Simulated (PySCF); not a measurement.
Input for PySCF: D3(BJ) and D4 dispersion corrections on H2OSe (SMILES O[SeH]), a point of a torsion scan.

```python
from pyscf import gto
from pyscf.dispersion import dftd3, dftd4

mol = gto.M(
    atom='''
    O    -0.94717264    0.29291565    0.27803833
    Se    0.75368581    0.68434977   -0.18857771
    H    -1.30034501   -0.39023727   -0.29955318
    H     0.46095546    1.12291305   -1.55595310
    ''',
    basis='def2-svp',
    charge=0, spin=0, verbose=0, max_memory=1800)
d3, d4 = {}, {}
for xc in ['hf', 'pbe', 'blyp', 'revpbe', 'tpss', 'r2scan', 'b3lyp', 'pbe0', 'bhlyp', 'camb3lyp', 'b2plyp']:
    d3[xc] = float(dftd3.DFTD3Dispersion(mol, xc=xc, version='d3bj', atm=False).get_dispersion()['energy'])
    print(f'D3(BJ) {xc:10s} {d3[xc]:14.8f} Eh')
for xc in ['hf', 'pbe', 'blyp', 'revpbe', 'tpss', 'r2scan', 'b3lyp', 'pbe0', 'bhlyp', 'camb3lyp', 'b2plyp']:
    d4[xc] = float(dftd4.DFTD4Dispersion(mol, xc={'camb3lyp': 'cam-b3lyp'}.get(xc, xc), atm=True).get_dispersion()['energy'])
    print(f'D4     {xc:10s} {d4[xc]:14.8f} Eh')
```

Output:

```
D3(BJ) hf            -0.01726082 Eh
D3(BJ) pbe           -0.00164204 Eh
D3(BJ) blyp          -0.00367578 Eh
D3(BJ) revpbe        -0.00432046 Eh
D3(BJ) tpss          -0.00206763 Eh
D3(BJ) r2scan        -0.00040327 Eh
D3(BJ) b3lyp         -0.00300659 Eh
D3(BJ) pbe0          -0.00139820 Eh
D3(BJ) bhlyp         -0.00242371 Eh
D3(BJ) camb3lyp      -0.00125653 Eh
D3(BJ) b2plyp        -0.00140238 Eh
D4     hf            -0.00630797 Eh
D4     pbe           -0.00154877 Eh
D4     blyp          -0.00357973 Eh
D4     revpbe        -0.00526951 Eh
D4     tpss          -0.00210177 Eh
D4     r2scan        -0.00033192 Eh
D4     b3lyp         -0.00254733 Eh
D4     pbe0          -0.00127021 Eh
D4     bhlyp         -0.00189783 Eh
D4     camb3lyp      -0.00127286 Eh
D4     b2plyp        -0.00105804 Eh
```

The run finished.

Cost: about 0.010 core-seconds (a rough figure).
